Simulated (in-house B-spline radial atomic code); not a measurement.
A radial electron density 4πr²n(r) was computed for an atom or ion in its tabulated ground configuration with a B-spline radial code for spherical atoms; method: non-relativistic r2SCAN0, spin-polarised, spherical fractional occupations, exact exchange averaged over the configuration. Columns: r (bohr), 4πr²n(r) (electrons per bohr), bar.

```
 0.00134    2.057 #
 0.00166    3.052 ##
 0.00205    4.465 ##
 0.00253    6.464 ###
 0.00312    9.236 #####
 0.00386    13.07 #######
 0.00476    18.07 #########
 0.00588     24.5 ############
 0.00727    32.35 ################
 0.00898    41.25 #####################
  0.0111    50.51 #########################
  0.0137    58.81 ##############################
  0.0169    64.66 #################################
  0.0209    66.79 ##################################
  0.0258    64.94 #################################
  0.0319    60.95 ###############################
  0.0394    58.73 ##############################
  0.0486    62.24 ###############################
  0.0601    72.28 ####################################
  0.0742    83.53 ##########################################
  0.0917    87.37 ############################################
   0.113    79.77 ########################################
    0.14    67.48 ##################################
   0.173    63.85 ################################
   0.213    70.59 ####################################
   0.264    72.92 #####################################
   0.326    57.79 #############################
   0.402    35.11 ##################
   0.497    23.92 ############
   0.614    26.54 #############
   0.758    27.94 ##############
   0.937    20.86 ###########
    1.16    11.52 ######
    1.43     6.21 ###
    1.77    4.227 ##
    2.18    3.014 ##
    2.69    1.647 #
    3.33   0.5907 
    4.11   0.1317 
    5.08  0.01631 
    6.27 0.001064 
    7.75 2.965e-05
```

Q: Which atom or ion is it?
A. I2+
B. Xe2+
C. Ba3+
D. Te2+

A: A. The area under the curve, ∫4πr²n dr = ∫r·4πr²n d(ln r) on this logarithmic grid, is 51 electrons, which only this option has. The configuration is [Kr] 4d10 5s2 5p3.
